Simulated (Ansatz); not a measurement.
The first iterations of a band of CH₆BFO (10 atoms, charge 0, multiplicity 1).

Method: RHF/6-31G* (Ansatz).

* movable images: 9
* climbing image: yes
* spring: 0.5 eV/Å²
* optimiser: quadratic models (default)
* start path: through a guess of the saddle point
* force threshold: 0.05 eV/Å
* iteration limit: 60
* end points: relaxed

Image 0:

```xyz
10
Properties=species:S:1:pos:R:3
B 0.165 -0.014 -0.012
F -0.380 0.690 1.015
H 1.348 0.057 -0.141
H -0.526 -0.159 -0.980
O 0.009 -1.688 0.738
C -0.620 -2.734 0.015
H -0.064 -2.859 -0.899
H -0.580 -3.648 0.593
H -1.645 -2.478 -0.216
H -0.417 -1.540 1.574
```

Image 10:

```xyz
10
Properties=species:S:1:pos:R:3
B 0.007 -0.277 -0.783
F 0.192 -1.180 2.885
H 0.441 0.783 -0.469
H -0.272 -0.547 -1.910
O -0.167 -1.186 0.192
C -0.669 -2.490 -0.021
H 0.095 -3.205 0.251
H -1.531 -2.633 0.615
H -0.949 -2.629 -1.057
H 0.143 -1.010 1.983
```

| iteration | highest image above the first end (eV) | largest band force component (eV/Å) |
| --- | --- | --- |
| 1 | 6.608 | 36.472 |
| 2 | 2.463 | 8.756 |
| 3 | 1.539 | 4.076 |
| 4 | 1.557 | 3.446 |
| 5 | 1.533 | 1.223 |
| 6 | 1.444 | 0.739 |
| 7 | 1.362 | 0.703 |
| 8 | 1.251 | 1.641 |

Question: Does the band converge within its limit, and where does its top end?

Answer: The forces met the threshold. It ended after 26 iterations with the highest image 1.368 eV above the first end. The profile has 2 maxima (images 3, 6) with wells between them (image 4): this band takes more than one step, which may be the mechanism or a detour left from its start path. Neighbouring images differ by up to 1.3 eV, so the band resolves the path poorly. Another band between the same ends (9 images) ends at a top of the same energy, where a vibrational analysis finds 1 clearly imaginary mode. The orbitals stay closed-shell, which can raise the energy where a bond breaks towards radicals; this wasn't checked here.

Run time: 3.2 min on 1 thread of Arm Neoverse V2, with other jobs on the host, peak memory 0.12 GiB.
